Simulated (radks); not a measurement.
Results of a calculation; reference values are marked as such.
Sm, configuration [Xe] 4f6 6s1.75 5f0.25 (fractional occupations, a model configuration). Code: a radial shooting solver on a logarithmic mesh with Libxc functionals. Model: Dirac Kohn-Sham, LDA (Slater exchange, Perdew-Wang correlation), spin-unpolarised, spherical densities, finite nucleus; open shells fill j = l - 1/2 first; Fermi nuclear charge, rms radius 5.0819 fm. Some entries of the table are withheld. Estimate them.

| orbital | occ. | eigenvalue (eV) | r(max) (bohr) | <r^2> (bohr^2) |
|---|---|---|---|---|
| 1s1/2 | 2 | -46581.76 | 0.01450 | 0.0007059 |
| 2s1/2 | 2 | -7610.289 | 0.08238 | 0.01106 |
| 2p1/2 | 2 | -7217.113 | 0.06237 | 0.008054 |
| 2p3/2 | 4 | -6615.003 | 0.06801 | 0.009296 |
| 3s1/2 | 2 | -1667.398 | 0.2341 | 0.07435 |
| 3p1/2 | 2 | -1497.672 | 0.2210 | 0.06946 |
| 3p3/2 | 4 | -1375.816 | 0.2331 | 0.07668 |
| 3d3/2 | 4 | -1080.115 | 0.1856 | 0.06164 |
| 3d5/2 | 6 | -1053.620 | 0.1890 | 0.06367 |
| 4s1/2 | 2 | -331.5802 | 0.5399 | 0.3795 |
| 4p1/2 | 2 | -266.5100 | 0.5455 | 0.4012 |
| 4p3/2 | 4 | -239.6109 | 0.5714 | 0.4415 |
| 4d3/2 | 4 | (1) | 0.5828 | 0.5144 |
| 4d5/2 | 6 | (2) | 0.5913 | 0.5306 |
| 5s1/2 | 2 | -44.5001 | 1.260 | 2.241 |
| 5p1/2 | 2 | -27.0301 | 1.380 | 2.900 |
| 5p3/2 | 4 | -23.4614 | 1.458 | 3.278 |
| 6s1/2 | 1.75 | -4.7097 | 3.558 | 19.51 |
| 4f5/2 | 6 | -4.0124 | 0.6111 | 1.434 |
| 4f7/2 | 0 | -3.4737 | 0.6164 | 1.516 |
| 5d3/2 | 0 | -3.0580 | (3) | 11.71 |
| 5d5/2 | 0 | -2.8642 | (4) | 12.49 |
| 6p1/2 | 0 | -2.2193 | 4.567 | 33.06 |
| 6p3/2 | 0 | -1.9823 | 4.836 | 36.77 |
| 7s1/2 | 0 | -0.5046 | 9.889 | 214.5 |
| 5f5/2 | 0.25 | -0.1829 | 38.26 | 1638 |
| 5f7/2 | 0 | -0.1829 | 38.26 | 1638 |
| 6f5/2 | 0 | -0.0262 | 57.51 | 3246 |
| 6f7/2 | 0 | -0.0262 | 57.51 | 3246 |

Answer. 
(1) 4d3/2 eigenvalue (eV): -132.2963
(2) 4d5/2 eigenvalue (eV): -127.4944
(3) 5d3/2 r(max) (bohr): 2.149
(4) 5d5/2 r(max) (bohr): 2.210
